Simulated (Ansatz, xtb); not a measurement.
**BF3H4NSi+: where a starting geometry ends**

The starting geometry of this gas-phase singlet was built from a drawn formula by distance geometry and a force field; its bonds are those of `F[SiH+][NH2+][BH-](F)F`.

| atom | x (Å) | y (Å) | z (Å) |
| --- | --- | --- | --- |
| B | -0.6325 | -1.3749 | 0.3786 |
| F | 2.7587 | -1.1197 | -0.3427 |
| F | -0.9521 | -2.7214 | -0.1600 |
| F | -1.8343 | -0.8147 | 0.9595 |
| N | -0.1085 | -0.4830 | -0.7845 |
| Si | 1.4535 | -1.0292 | -1.3700 |
| H | 1.5861 | -1.3887 | -2.8126 |
| H | 0.0012 | 0.4971 | -0.3698 |
| H | -0.8563 | -0.4348 | -1.5138 |
| H | 0.1944 | -1.4387 | 1.2152 |

**Question.** Where would you expect an optimisation with r2SCAN-D4/def2-SVP to take it?

**Answer.** It rearranges to `FB[NH2+][SiH](F)F`. Distances that change by over a tenth: B1–F4 (1.45 → 1.29 Å). Contacts that open: B1–F3 (1.49 → 2.65 Å). Contacts that close: F3–Si6 (3.18 → 1.60 Å).

The energy falls by 4.19 eV over 26 steps:

```csv
step,E − E(last) (eV)
1,4.186
4,2.122
7,0.744
9,0.160
12,0.019
15,0.005
18,0.002
20,0.001
23,0.000
26,0.000
```

Final geometry (Å):

```yaml
atoms:
  - { symbol: B, position_ang: [-0.8610, -0.9589, 0.6154] }
  - { symbol: F, position_ang: [2.5232, -1.0362, -0.9595] }
  - { symbol: F, position_ang: [0.6733, -2.8491, -0.4310] }
  - { symbol: F, position_ang: [-1.9978, -1.4404, 0.2338] }
  - { symbol: N, position_ang: [-0.0439, -0.3064, -0.5249] }
  - { symbol: Si, position_ang: [1.0837, -1.5912, -1.3231] }
  - { symbol: H, position_ang: [0.7856, -1.7112, -2.7473] }
  - { symbol: H, position_ang: [0.5487, 0.4564, -0.1605] }
  - { symbol: H, position_ang: [-0.6807, 0.1050, -1.2266] }
  - { symbol: H, position_ang: [-0.4207, -0.9762, 1.7235] }
```

From the same start GFN2-xTB ends elsewhere, in pieces: FH3NSi + BF2H.

No frequencies were run, so the end isn't proven a minimum. Run with Ansatz 0.2.0, 60 s on 2 threads of Intel(R) Xeon(R) Platinum 8375C CPU @ 2.90GHz (Ice Lake), with other jobs on the host.
